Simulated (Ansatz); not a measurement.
Relaxation of CH₆ClNOSi (11 atoms, charge 0, multiplicity 1), to a largest force component of 0.015 eV/Å in at most 40 steps.

All numbers below come from Ansatz, RKS PBE0/def2-SVP.

```xyz
11
Properties=species:S:1:pos:R:3
N -1.512 -0.021 -0.768
Si 0.144 0.085 -0.871
C 0.879 -1.331 -1.822
O 0.302 -1.760 -3.019
Cl 0.985 -2.754 -0.769
H -1.938 0.068 -1.725
H -1.807 -0.877 -0.394
H 0.393 1.371 -1.557
H 0.697 0.177 0.494
H 1.940 -1.113 -2.125
H -0.424 -2.444 -2.713
```

Problem. Where does it end, and by what steps?

Solution. The forces met the threshold. The force dipped under the threshold on the way, but the program's further checks kept it going. After 17 steps the energy has fallen by 0.839 eV; H11 moved furthest, 0.87 Å.

```
step  energy less start (eV)  largest force component (eV/Å)  accepted
   0                  0.0000                           2.683       yes
   1                 -0.4888                           1.161       yes
   2                 -0.6102                           0.632       yes
   3                 -0.6569                           0.727       yes
   4                 -0.7084                           0.395       yes
   5                 -0.7252                           0.824       yes
   6                 -0.7424                           0.943       yes
   7                 -0.7534                           1.031       yes
   8                 -0.7732                           0.844       yes
   9                 -0.6696                           2.357        no
  10                 -0.8076                           0.283       yes
  11                 -0.8239                           0.489       yes
  12                 -0.8210                           0.508        no
  13                 -0.8345                           0.098       yes
  14                 -0.8374                           0.089       yes
  15                 -0.8384                           0.032       yes
  16                 -0.8388                           0.012       yes
  17                 -0.8389                           0.015       yes
```

```xyz
11
Properties=species:S:1:pos:R:3
N -1.466 -0.446 -1.135
Si 0.195 0.070 -0.983
C 1.041 -1.431 -1.801
O 0.354 -1.791 -2.919
Cl 0.945 -2.747 -0.474
H -2.190 0.254 -1.260
H -1.787 -1.177 -0.505
H 0.323 1.300 -1.822
H 0.718 0.330 0.389
H 2.113 -1.371 -2.028
H -0.585 -1.589 -2.733
```

The run took 65 s on 2 threads of Arm Neoverse V1, on a shared host, peak memory 0.24 GiB.
